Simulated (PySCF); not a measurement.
# Nonlinear optical response: SMILES CO/C(F)=C(\F)Cl, C$_{3}$H$_{3}$ClF$_{2}$O

Molfile (atoms numbered from 1):
```
C3H3ClF2O
     RDKit          3D

 10  9  0  0  0  0  0  0  0  0999 V2000
   -1.5770   -0.2367    0.4144 C   0  0  0  0  0  0  0  0  0  0  0  0
   -0.2134   -0.4951    0.7170 O   0  0  0  0  0  0  0  0  0  0  0  0
    0.6684    0.3099    0.1477 C   0  0  0  0  0  0  0  0  0  0  0  0
    0.5193    1.6048    0.4039 F   0  0  0  0  0  0  0  0  0  0  0  0
    1.6803   -0.1230   -0.6140 C   0  0  0  0  0  0  0  0  0  0  0  0
    1.8198   -1.4056   -0.8996 F   0  0  0  0  0  0  0  0  0  0  0  0
    2.9059    0.8979   -1.2240 Cl  0  0  0  0  0  0  0  0  0  0  0  0
   -2.1633   -0.9992    0.9401 H   0  0  0  0  0  0  0  0  0  0  0  0
   -1.7573   -0.3164   -0.6702 H   0  0  0  0  0  0  0  0  0  0  0  0
   -1.8769    0.7624    0.7651 H   0  0  0  0  0  0  0  0  0  0  0  0
  1  2  1  0
  2  3  1  0
  3  4  1  0
  3  5  2  0
  5  6  1  0
  5  7  1  0
  1  8  1  0
  1  9  1  0
  1 10  1  0
M  END
```

Method used: quadratic response CAM-B3LYP/def2-SVPD first hyperpolarisability, Taylor convention, gas phase in PySCF 2.14.0. Geometry: PBE0-D3(BJ)/def2-SVP.

**Question.** Give β for the processes computed.

**Answer.** In au, Taylor convention; the vector part is βᵢ = ⅓ Σⱼ (βᵢⱼⱼ + βⱼᵢⱼ + βⱼⱼᵢ); β∥ is 3/5 of the vector part along the dipole, the dipole points from − to +:
| process | λ (nm) | β vector norm | β∥ | β HRS | depolarisation ratio |
| --- | --- | --- | --- | --- | --- |
| static β(0;0,0) | ∞ | 78.6 | -24.8 | 29.7 | 7.35 |
| second harmonic β(−2ω;ω,ω) | 1064 | 86.7 | -30.0 | 32.8 | 7.46 |
| Pockels β(−ω;ω,0) | 1064 | 81.1 | -26.4 | – | – |

**Question.** Which lowest excitations, dipole and polarisabilities go with it?

**Answer.** S1 6.14 eV (f = 0.001); S2 6.43 eV (f = 0.015); S3 6.98 eV (f = 0.437); dipole 2.40 D; isotropic α 59.1 au static, 59.7 au at 1064 nm, 61.3 au at 532 nm.
